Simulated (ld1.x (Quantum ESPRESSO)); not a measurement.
## An all-electron radial function and its pseudo partner (V)

Columns: radius, all-electron u(r) and pseudo u(r) of the 3s shell (level -70.24 eV) of vanadium in the configuration [Ne] 3s2 3p6 3d3 4s2 4p0; PBE, scalar-relativistic, PAW scheme, ld1.x (Quantum ESPRESSO) 7.5.

```tsv
r (bohr)	all-electron	pseudo
0.085	0.0177	0.1949
0.170	-0.5411	0.3830
0.255	-0.5401	0.5579
0.340	-0.1979	0.7136
0.425	0.2308	0.8455
0.510	0.6087	0.9501
0.595	0.8854	1.0253
0.680	1.0558	1.0704
0.765	1.1345	1.0861
0.850	1.1435	1.0747
0.935	1.1038	1.0393
1.020	1.0333	0.9841
1.105	0.9458	0.9139
1.190	0.8509	0.8335
1.275	0.7553	0.7479
1.360	0.6635	0.6615
1.445	0.5779	0.5780
1.530	0.4999	0.5003
1.615	0.4300	0.4301
1.700	0.3681	0.3681
1.785	0.3139	0.3139
1.870	0.2667	0.2667
1.955	0.2261	0.2261
2.040	0.1911	0.1911
2.125	0.1612	0.1612
2.210	0.1358	0.1358
```

How many radial nodes do the two functions have?

The all-electron 3s function has n − l − 1 = 2; the pseudo-wave has 0, since the states of the same l below it are removed with the core.

At about which radius was the pseudo-wave matched?

1.70 bohr. The columns agree to 0.0005 from 1.45 bohr on; several derivatives are matched, so the curves merge somewhat inside the radius.

Where does each function peak?

Outermost all-electron maximum near 0.85 bohr, pseudo maximum near 0.77 bohr (to the table’s step).

Is the pseudo-wave norm-conserving?

No, it belongs to a PAW set: the norm inside the radius is not constrained, and the difference is carried by the augmentation charge.
